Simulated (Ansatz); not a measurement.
C2H5BrGe, SMILES `[GeH3]/[CH]=C\Br`, relaxed with RKS PBE-D4/def2-SVP in Ansatz 0.2.0 from a rough embedded geometry. The force threshold is 0.03 eV/Å; the program also tests the step.

Total charge 0; spin multiplicity 1.

Start:

```xyz
9

Ge    0.933    0.382   -0.780
C     0.128   -0.277    0.767
C    -1.167   -0.453    0.870
Br   -2.517   -0.088   -0.501
H     2.491    0.528   -0.592
H     0.654   -0.510   -2.031
H     0.364    1.827   -1.120
H     0.723   -0.514    1.614
H    -1.608   -0.896    1.772
```

| step | energy (eV) | largest force (eV/Å) | largest move (Å) |
| --- | --- | --- | --- |
| 1 | -128679.8092 | 2.172 | 0.000 |
| 2 | -128680.0082 | 0.733 | 0.110 |
| 3 | -128680.0171 | 0.752 | 0.125 |
| 4 | -128680.0428 | 0.252 | 0.046 |
| 5 | -128680.0437 | 0.163 | 0.014 |
| 6 | -128680.0447 | 0.035 | 0.010 |
| 7 | -128680.0447 | 0.014 | 0.002 |

End:

```xyz
9

Ge    0.960    0.439   -0.852
C     0.102   -0.277    0.754
C    -1.214   -0.490    0.907
Br   -2.504   -0.122   -0.440
H     2.485    0.518   -0.578
H     0.698   -0.491   -2.062
H     0.416    1.855   -1.167
H     0.739   -0.536    1.619
H    -1.682   -0.895    1.820
```

Hardware: 4 threads of an Arm Neoverse V2 on a shared host. Wall time 9 s, peak host memory 0.18 GiB.
